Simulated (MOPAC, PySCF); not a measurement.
HCl₃Si, SMILES `Cl[SiH](Cl)Cl`, neutral singlet in the gas phase. 

Z-matrix (Å, degrees):
```
Si
H 1 1.4678
Cl 1 2.0331 2 109.37
Cl 1 2.0331 2 109.37 3 -120.00
Cl 1 2.0331 2 109.37 3 120.00
```
Charge 0, multiplicity 1.

All levels are single points at this geometry (r2SCAN-D4/def2-TZVP); Pople sets use spherical d functions. Orbital energies aren't observables, and empty levels follow the basis.

| level | HOMO (eV) | LUMO (eV) | gap (eV) | dipole (D) | vertical IE, Delta-SCF (eV) |
|---|---|---|---|---|---|
| r2SCAN-D4/def2-TZVP in PySCF | -8.35 | -0.73 | 7.62 | 0.75 | 11.23 |
| B3LYP/6-311+G** in PySCF | -9.22 | -0.80 | 8.41 | 1.10 | – |
| B3LYP/6-31G* in PySCF | -9.11 | -0.38 | 8.73 | 1.08 | 11.43 |
| B3LYP/LANL2DZ in PySCF | -9.46 | -1.00 | 8.46 | 1.70 | – |
| M06-2X/6-31G* in PySCF | -10.77 | 0.76 | 11.54 | 1.21 | – |
| HF/6-31G* in PySCF | -12.83 | 3.63 | 16.46 | 1.32 | 12.41 |
| HF/STO-3G in PySCF | -11.40 | 6.39 | 17.79 | 2.30 | – |
| PM3 in MOPAC | -10.55 | -1.36 | 9.19 | 1.99 | – |
| PM7 in MOPAC | -11.90 | -1.67 | 10.23 | 1.33 | – |
